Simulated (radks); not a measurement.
Values are calculated unless marked as measured or tabulated.
Valence configurations of the promethium ion Pm+ (all share [Xe]). Level of theory: scalar-relativistic Kohn-Sham, PBEsol, spin-polarised, spherical densities, point nucleus; open shells are filled with parallel spins first (spin-orbit coupling, left out, can overturn this in heavy ions) (a radial shooting solver on a logarithmic mesh with Libxc functionals). Energies are relative to 4f5 6s1; eigenvalues in eV for spin up.

valence          E (eV)  moment (Bohr magnetons)    e(4f)   e(5d)   e(6p)    e(6s)
4f5 6s1           0.000                        6   -9.241       -       -   -8.728
4f5.5 6s0.5       0.315                        6   -6.075       -       -   -7.815
4f4.5 6s1.5       1.477                        5  -12.981       -       -   -9.367
4f6               1.608                        6   -3.645       -       -        -
4f4.5 5d1 6s0.5   1.630                        6  -10.858  -7.757       -   -8.577
4f5 6p1           3.134                        6  -10.394       -  -6.203        -
4f4 5d1 6s1       3.533                        6  -14.750  -9.145       -   -9.437
4f4 5d0.5 6s1.5   4.042                        5  -15.934  -9.742       -   -9.726
4f4 6s2           4.388                        4  -17.126       -       -   -9.946
4f4 6s1 6p1       7.164                        6  -18.157       -  -7.278  -11.002

NIST lists [Xe] 4f5 6s1 as the ground configuration; this level of theory agrees among the configurations tried. The energies are those of spherical high-spin densities, not of single terms.
